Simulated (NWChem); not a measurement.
Molecule: vinylene carbonate (C3H2O3); SMILES O=c1occo1

```xyz
8

O      0.0000     0.0000    -1.9971
C      0.0000     0.0000    -0.8011
O      0.0000     1.1146     0.0186
C      0.0000     0.6738     1.3252
C      0.0000    -0.6738     1.3252
O      0.0000    -1.1146     0.0186
H      0.0000     1.4281     2.1167
H      0.0000    -1.4281     2.1167
```
Atoms are numbered in this order, from 1.

Results from NWChem. Geometry: optimised at PBE-D3(BJ)/def2-SVP. Level: M05-2X/def2-SVP with SMD (1 M gas to 1 M solution), gas-phase geometry.

```
solvent             dielectric constant  solvation free energy (kcal/mol)  cavity-dispersion-structure term (kcal/mol)  dipole in solution (D)
------------------  -------------------  --------------------------------  -------------------------------------------  ----------------------
water                              78.4                              -5.0                                          5.5                    6.16
cyclohexane                        2.02                              -3.1                                          0.1                    5.21
dichloromethane                    8.93                              -5.3                                          1.4                    5.69
ethyl acetate                      5.99                              -6.0                                   (withheld)              (withheld)
dimethyl sulfoxide                 46.8                              -6.5                                          0.2                    5.73
acetonitrile                       35.7                              -6.1                                          1.1                    5.77
```

Problem. What belongs in the gaps?

Solution. 
- ethyl acetate, cavity-dispersion-structure term (kcal/mol): -0.5
- ethyl acetate, dipole in solution (D): 5.56
